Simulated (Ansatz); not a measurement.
An input meant for the cluster Si₂Ge₃ (charge 0, singlet; atoms displaced at random, 0.08 Å in each coordinate; with a point charge).

```yaml
crystal:
  periodic: [false, false, false]
  atoms:
    - {symbol: Si, position_ang: [0.326355, 0.701513, 0.475402]}
    - {symbol: Si, position_ang: [0.142983, -0.878573, -0.396404]}
    - {symbol: Ge, position_ang: [-1.120317, -0.493598, 0.196467]}
    - {symbol: Ge, position_ang: [-0.758595, 0.784901, -0.708819]}
    - {symbol: Ge, position_ang: [1.435942, -0.263114, 0.360449]}
basis:
  gaussian: {orbitals: def2-mTZVPP, point_charges: [{charge: -1.00, position_ang: [6.241, 0.360, 0.687]}]}
hamiltonian: {xc: {name: B97M-V}}
scf: {omitted_lower_state_checks: [starts]}
output: {forces: true}
```

```sh
$ ansatz run in.yaml --threads 4 --pin off --events-out ev --progress --plain --max-ram 4787MiB
```

Output, abridged:

```
Functional definition: B97M-V
1517 factors; their error is unknown
mean field evaluation 1: about -185191.3766 eV, gradient 8.9e1 eV
mean field evaluation 2: about -185139.4924 eV, gradient 1.6e2 eV
mean field evaluation 4: about -185207.4015 eV, gradient 4.1e1 eV
mean field evaluation 8: about -185212.3285 eV, gradient 6.3e-1 eV
mean field evaluation 16: about -185212.2818 eV, gradient 8.3e-4 eV
mean field -185212.28181795 eV, -6806.4258154160 hartree, gradient 1.7e-5 eV, S^2 0.000000; 0 other end points of the search recorded, 0 dependent functions left out
reference -185212.28185913 eV, -6806.4258169293 hartree; 62, 62 occupied and 100, 100 virtual orbitals, 1517 factors
Total energy: -185212.28185913 eV, -6806.4258169293 hartree
Atom 0 at     0.326355     0.701513     0.475402 Å, force    -8.831497    48.939695    34.893449 eV/Å
Atom 1 at     0.142983    -0.878573    -0.396404 Å, force    30.331945   -45.473780   -42.206238 eV/Å
Atom 2 at    -1.120317    -0.493598     0.196467 Å, force   -69.901832   -22.859583    45.106174 eV/Å
Atom 3 at    -0.758595     0.784901    -0.708819 Å, force   -19.250313    42.953494   -49.012784 eV/Å
Atom 4 at     1.435942    -0.263114     0.360449 Å, force    67.695295   -23.571778    11.229973 eV/Å
Dipole moment:     0.327711     0.026412     0.095529 e Å
Checks for a lower state left out: starts
```

(1) Something in this input is off. What?

Answers

(1) The geometry is squeezed to about two thirds of its size. Self-consistency was reached. The result belongs to that input, not to the species as meant.
